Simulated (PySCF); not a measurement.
Isomers of C2H4S3. All species are isolated molecules in the gas phase. One relaxed conformer stands for each flexible species; it need not be the lowest. Strings in code marks are SMILES.

The brightest of the four lowest singlets (TDA) from two functionals at the same geometries (PBE0-D3(BJ)/def2-TZVP), both in PySCF: PBE-D3(BJ)/def2-TZVP and ωB97X-D3(BJ)/def2-TZVP. Excitations are Tamm–Dancoff values on a coarser integration grid. The basis has no diffuse functions, so Rydberg states are missing or too high.

```json
[
 {"species": "`S=C(S)CS`", "PBE-D3(BJ)/def2-TZVP (eV)": "4.70"},
 {"species": "`S/C=C/SS`", "PBE-D3(BJ)/def2-TZVP (eV)": "3.88"},
 {"species": "`S/C=C\\SS`", "PBE-D3(BJ)/def2-TZVP (eV)": "4.89"},
 {"species": "`SC=C(S)S`", "PBE-D3(BJ)/def2-TZVP (eV)": "4.62"}
]
```

Task: What does ωB97X-D3(BJ)/def2-TZVP give for each?

Result: 
- `S=C(S)CS`: 4.96
- `S/C=C/SS`: 6.00
- `S/C=C\SS`: 5.98
- `SC=C(S)S`: 5.40
Over these rows, drawn at random from the members with no instability flagged (it was tested for open shells, ions and some series alone), PBE minus ωB97X-D3(BJ): mean -1.06 eV, from -2.12 eV to -0.25 eV.
